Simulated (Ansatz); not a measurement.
Consider the ligand exchange at a Ge–C bond: `C[C](F)(Cl)[GeH3]` + `NBS` → `NB[S][GeH3]` + `CC(F)Cl`.

Gas-phase electronic energies from Ansatz, PBE0-D4/def2-TZVP geometries. CCSD(T)/CBS adds triple-zeta CCSD(T) − MP2 to the extrapolated MP2 energy (def2 sets, frozen cores). DFT in def2-TZVPP. For Ge outer-core shells are correlated without core-valence functions, which leaves a few kJ/mol of doubt a bond. Scalar relativity is left out up to krypton. One conformer a species, not always the lowest.

`C[C](F)(Cl)[GeH3]`:

```xyz
11

C     1.174    0.442    0.740
C    -0.141   -0.271    0.587
F     0.026   -1.585    0.955
Cl   -1.347    0.445    1.707
Ge   -0.921   -0.228   -1.249
H     1.070    1.495    0.476
H     1.915   -0.019    0.082
H     1.520    0.368    1.773
H    -1.151    1.239   -1.636
H     0.090   -0.878   -2.208
H    -2.237   -1.009   -1.229
```

`NBS`:

Z-matrix (Å, degrees):
```
N
B 1 1.391
H 1 1.004 2 121.9
H 1 1.006 2 124.2 3 -180.0
S 2 1.816 1 120.0 3 180.0
H 2 1.194 1 119.9 3 -0.0
H 5 1.339 2 96.3 1 -180.0
```

`NB[S][GeH3]`:

Cartesian coordinates in Å:
```
N -1.307 0.060 1.972
B -0.627 0.183 0.765
S 0.611 -1.063 0.293
Ge 1.226 -0.213 -1.666
H -1.159 -0.692 2.623
H -1.998 0.728 2.267
H -0.869 1.114 0.051
H 2.294 -1.162 -2.226
H 1.812 1.194 -1.467
H 0.018 -0.148 -2.613
```

`CC(F)Cl`:

Z-matrix (Å, degrees):
```
C
C 1 1.499
H 1 1.090 2 110.2
H 1 1.092 2 109.1 3 119.8
H 1 1.090 2 110.0 3 -120.4
F 2 1.363 1 110.1 3 -179.0
Cl 2 1.783 1 111.1 3 60.8
H 2 1.091 1 113.3 3 -58.2
```

**Question.** Is it downhill or uphill in electronic energy at CCSD(T)/CBS, and by how much? (Estimate.)

**Answer.** The calculation gave: Downhill: ΔE = -17.7 kcal/mol.

**Question.** What do these levels give: PBE-D4, MP2/def2-TZVPP, CCSD/def2-TZVPP, CCSD(T)/def2-TZVPP, HF/def2-QZVPP, MP2/def2-QZVPP? (An estimate is asked.)

**Answer.** Ansatz gave: PBE-D4 -18.0, MP2/def2-TZVPP -18.7, CCSD/def2-TZVPP -18.5, CCSD(T)/def2-TZVPP -18.1, HF/def2-QZVPP -22.4, MP2/def2-QZVPP -18.5 kcal/mol.

Largest T1 diagnostic among the species: 0.012.

The D4 term adds +0.8 kcal/mol with B3LYP and +0.4 kcal/mol with PBE0; it sums over pairs of atoms, weighted by their polarisabilities, and B3LYP, whose exchange is more repulsive, gets the larger term. From PBE to PBE0 (25 % exact exchange), in def2-TZVPP and without D4, ΔE moves by −1.3 kcal/mol. In def2-TZVPP, CCSD(T) changes the Hartree–Fock value by +4.4 kcal/mol (the triples alone add +0.4 kcal/mol) and MP2 by +3.7 kcal/mol.

B3LYP here is the variant with VWN-RPA as its local correlation; programs differ in this.
